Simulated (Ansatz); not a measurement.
Species: chloro(trimethyl)silane, C3H9ClSi, charge 0, multiplicity 1. 
Geometry from a B3LYP-D3(BJ)/def2-TZVP (Ansatz, a quantum-chemistry and plane-wave program) optimisation:
```xyz
14

C     -0.9897     1.3069    -1.1321
Si    -0.0984    -0.1072    -0.3021
C      1.4352    -0.5969    -1.2463
C     -1.2311    -1.5660    -0.0342
Cl     0.5154     0.5616     1.5827
H     -1.3335     1.0094    -2.1263
H     -1.8597     1.6163    -0.5506
H     -0.3330     2.1712    -1.2446
H      1.9741    -1.3937    -0.7310
H      1.1697    -0.9560    -2.2442
H      2.1124     0.2513    -1.3597
H     -1.5827    -1.9564    -0.9929
H     -2.1032    -1.2809     0.5567
H     -0.7148    -2.3710     0.4913
```
Charge 0, spin multiplicity 1.

Computed values are from Ansatz. Valence correlation only, unless marked. Open shells are spin-unrestricted. No spin-orbit coupling. No relativistic terms. CBS marks a two-point X^-3 extrapolation of the correlation energy; Hartree-Fock from the larger set.

| Quantity | Value |
|---|---|
| atomisation energy De | 1259.5 kcal/mol at CCSD(T)/CBS(cc-pV(T+d)Z,cc-pV(Q+d)Z) |
| total energy | -868.5218 Eh at CCSD(T)/CBS(cc-pV(T+d)Z,cc-pV(Q+d)Z) |
| dipole moment | 2.24 D at CCSD(T)/aug-cc-pV(D+d)Z |
| T1 diagnostic | 0.009 at CCSD/cc-pV(Q+d)Z |
| measured enthalpy of formation, 298 K | -84.3 kcal/mol (CRC Handbook, as tabulated in the package chemicals; older table, unchecked) |
